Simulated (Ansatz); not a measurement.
`CC[S][SnH3]` + `N=CS` → `N=C[S][SnH3]` + `CCS`  (ligand exchange at the Sn–S bond)

Gas-phase electronic energies from Ansatz, PBE0-D4/def2-TZVP geometries. CCSD(T)/CBS adds triple-zeta CCSD(T) − MP2 to the extrapolated MP2 energy (def2 sets, frozen cores). This one scheme is used for every species. DFT in def2-TZVPP. B3LYP here is the variant with VWN-RPA as its local correlation; programs differ in this. def2 core potentials past Kr. For Sn outer-core shells are correlated without core-valence functions, which leaves a few kJ/mol of doubt a bond. Each species was taken in one conformer, which may not be the lowest.

```json
{"level": "r2SCAN-D4", "ΔE (kJ/mol)": "-2.1"}
{"level": "B3LYP-D4", "ΔE (kJ/mol)": "-0.4"}
{"level": "ωB97X-V", "ΔE (kJ/mol)": "1.3"}
{"level": "B2PLYP", "ΔE (kJ/mol)": "-2.5"}
{"level": "HF/def2-TZVPP", "ΔE (kJ/mol)": "-1.1"}
{"level": "CCSD(T)/def2-TZVPP", "ΔE (kJ/mol)": "-0.5"}
{"level": "HF/CBS(def2)", "ΔE (kJ/mol)": "-1.3"}
{"level": "CCSD/CBS(def2)", "ΔE (kJ/mol)": "0.5"}
```

Task: What does CCSD(T)/CBS give? (An estimate is asked.)

Result: Computed: +0.1 kJ/mol. The listed levels differ from it by -2.2, -0.5, 1.2, -2.6, -1.2, -0.6, -1.4, 0.4 kJ/mol.

Largest T1 diagnostic among the species: 0.015.

The D4 term adds +3.5 kJ/mol with B3LYP and +2.0 kJ/mol with PBE0; it sums over pairs of atoms, weighted by their polarisabilities, and B3LYP, whose exchange is more repulsive, gets the larger term.
